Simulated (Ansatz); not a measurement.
Harmonic frequencies (cm⁻¹) at PBE0-D4/def2-TZVP from Ansatz: 264, 450, 660, 830, 954, 967, 1283, 2672, 3137.

Each molecule was computed in one conformer, which needn't be the lowest.

Which molecule is it?
A. `[NH2][Sn]([F])([F])[SeH]`
B. `SC=[Se]`
C. `F[Si]1(F)[CH2][AlH]1`
D. `BB1BO1`

B.
